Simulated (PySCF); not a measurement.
H₄P, SMILES [PH4+], charge +1. Geometry: B3LYP-D3(BJ)/def2-TZVPD. The isomer is the one that the SMILES or the coordinates give; other isomers of the formula were not compared.

TDA-PBE0/def2-TZVPD (PySCF) puts the lowest singlet excitations at 11.09, 11.09, 11.09, 11.39, 11.39, 12.05 eV and the lowest triplet (TDA) at 9.74 eV.

**Question.** What are the lowest singlet roots from PySCF with EOM-CCSD/aug-cc-pVDZ? (Estimate from the structure and the level; the computed values follow.)

**Answer.** 11.66, 11.66, 11.66, 11.99, 11.99, 12.53 eV; triplets 10.31, 10.37, 10.37 eV. S1 differs by 0.57 eV (second minus first; roots are paired by order, and the bases may differ).
